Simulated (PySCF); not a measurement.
SbHBr2, SMILES [Br][SbH][Br].

The structure is a stationary point at PBE0-D3(BJ)/def2-SVP. The structure was generated by enumeration; whether it is a known compound was not checked. The def2 effective core potentials stand for the cores of Sb; spin–orbit coupling is left out.

The numbers are results of TDDFT-PBE/def2-SVPD run with PySCF, not measurements.

Vertical excitations. The molecule is in vacuum. State labels are in the subgroup Cs.

Question: Estimate the UV-visible absorptions. (The exact figures need the calculation; the answer reports its results.)

Answer: 
```
state  symmetry  energy (eV)  λ (nm)      f                                                main pairs
-----  --------  -----------  ------  -----  --------------------------------------------------------
S1           A'         3.80     326  0.013                                            HOMO→LUMO 97 %
S2           A"         4.05     306  0.007                                          HOMO→LUMO+1 90 %
S3           A"         4.33     286  0.004                        HOMO−2→LUMO 55 %, HOMO−1→LUMO 41 %
S4           A'         4.44     279  0.002                      HOMO−1→LUMO+1 80 %, HOMO−3→LUMO 19 %
S5           A"         4.44     279  0.024     HOMO−1→LUMO 49 %, HOMO−2→LUMO 38 %, HOMO−3→LUMO+1 9 %
S6           A'         4.55     272  0.011  HOMO−3→LUMO 50 %, HOMO−2→LUMO+1 31 %, HOMO−1→LUMO+1 17 %
S7           A'         4.61     269  0.007                      HOMO−2→LUMO+1 67 %, HOMO−3→LUMO 29 %
S8           A"         5.04     246  0.077                                        HOMO−3→LUMO+1 79 %
S9           A'         5.56     223  0.019                        HOMO→LUMO+2 57 %, HOMO−4→LUMO 38 %
S10          A'         5.79     214  0.047                        HOMO−4→LUMO 51 %, HOMO→LUMO+2 37 %
T1           A'         3.36     369      0                                            HOMO→LUMO 99 %
T2           A"         3.57     347      0                                          HOMO→LUMO+1 98 %
T3           A"         3.90     318      0                                          HOMO−1→LUMO 99 %
T4           A"         4.12     301      0                                          HOMO−2→LUMO 97 %
```
Triplets are in the Tamm–Dancoff approximation, which puts them higher than full response would, so one can lie above its singlet here.
